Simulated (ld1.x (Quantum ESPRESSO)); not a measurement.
# Varying the PAW potential for boron (B)

Base potential:

| Quantity | Value |
| --- | --- |
| Element | boron (B) |
| Generator | ld1.x (Quantum ESPRESSO) 7.5 |
| Type | PAW |
| Functional | PBEsol |
| Relativity | scalar-relativistic |
| Frozen core | [He] |
| Valence charge | 3 |
| Reference configuration | 2s2 2p1 |
| Partial waves | 2s (bound): rcut 1.05, rcutus 1.35 bohr; 2s channel at 1.95 Ry: rcut 1.05, rcutus 1.35 bohr; 2p (bound): rcut 2.55, rcutus 2.80 bohr; 2p channel at 1.35 Ry: rcut 2.55, rcutus 2.80 bohr |
| Local potential | all-electron potential smoothed inside 2.45 bohr (lloc = -1) |
| Core correction | Bessel-smoothed model core inside 1.30 bohr |
| Augmentation charge | PSQ, inside the norm-conserving radii |

All-electron outer shells of the reference configuration (PBEsol, scalar-relativistic, ld1.x):

| shell | level (eV) | outermost node (bohr) | outermost maximum (bohr) |
| --- | --- | --- | --- |
| 1s | -179.55 | – | 0.21 |
| 2s | -9.36 | 0.46 | 1.52 |
| 2p | -3.56 | – | 1.59 |

Cutoffs, loose and tight: the cutoffs (Ry, on a coarse ladder) from which the occupation-weighted sum of valence levels, in a spherical-Bessel basis at the reference potential, stays within 10 and 1 mRy of its value at 400 Ry. They do not see the model core or the augmentation charge, which bear on the density cutoff. Test errors are all-electron minus pseudo excitation energies from the reference, over the configurations 2s2 2p0; 2s1 2p0; 2s2 2p0.5; 2s1 2p1; 2s1 2p2; 2s0 2p3; 2s2 2p1.3. A dash means not determined; rows that change the core or the reference have their own tests.

Cutoffs are not given where the Bessel-basis levels miss the radial ones by over 6 mRy, ghosts where they miss by over 20 mRy; a channel whose overlap is not positive is not tested.

| change | outcome | cutoff, loose | cutoff, tight | bound ghosts | largest test error (meV) |
| --- | --- | --- | --- | --- | --- |
| base | generated | 12 Ry | 21 Ry | none | -6.3 |
| waves 2s (bound): rcut 0.84, rcutus 0.88 bohr; 2s channel at 1.95 Ry: rcut 0.84, rcutus 0.88 bohr | failed: new_paw_hamiltonian: negative rho | – | – | – | – |
| waves 2s (bound): rcut 0.96, rcutus 1.02 bohr; 2s channel at 1.95 Ry: rcut 0.96, rcutus 1.02 bohr | failed: find_q: problem finding q | – | – | – | – |
| waves 2s (bound): rcut 1.05, rcutus 1.12 bohr; 2s channel at 1.95 Ry: rcut 1.05, rcutus 1.12 bohr | generated | 25 Ry | 35 Ry | none | -5.8 |
| waves 2s (bound): rcut 1.05, rcutus 1.30 bohr; 2s channel at 1.95 Ry: rcut 1.05, rcutus 1.30 bohr | generated | 15 Ry | 21 Ry | none | -6.3 |
| waves 2s (bound): rcut 1.05, rcutus 1.46 bohr; 2s channel at 1.95 Ry: rcut 1.05, rcutus 1.46 bohr | generated | 6 Ry | 15 Ry | none | -6.5 |
| waves 2s (bound): rcut 1.05, rcutus 1.72 bohr; 2s channel at 1.95 Ry: rcut 1.05, rcutus 1.72 bohr | generated | 6 Ry | 10 Ry | none | -6.0 |
| waves 2s (bound): rcut 1.05, rcutus 1.88 bohr; 2s channel at 1.95 Ry: rcut 1.05, rcutus 1.88 bohr | generated | 6 Ry | 10 Ry | none | -6.3 |

Task: What comes out with this change to the base: waves 2s (bound): rcut 1.05, rcutus 1.62 bohr; 2s channel at 1.95 Ry: rcut 1.05, rcutus 1.62 bohr?

Result: outcome: generated, overlap not positive; bound ghosts: not determined (overlap not positive); largest test error (meV): -13. A file whose overlap is not positive is unfit for use, and its test errors describe a broken file.

Task: What comes out with this change to the base: waves 2s (bound): rcut 1.05, rcutus 2.02 bohr; 2s channel at 1.95 Ry: rcut 1.05, rcutus 2.02 bohr?

Result: outcome: generated; cutoff, loose: 8 Ry; cutoff, tight: 10 Ry; bound ghosts: none; largest test error (meV): -6.4.

Reading the sweep of the s radius (base included, trends over the rows without a ghost): The loose cutoff is not monotonic: lowest 6 Ry at 1.46 bohr, highest 25 Ry at 1.12 bohr. The median size of the test errors (rows with all tests solved) stays near 0.6 meV. The generation fails at 0.88, 1.02 bohr.
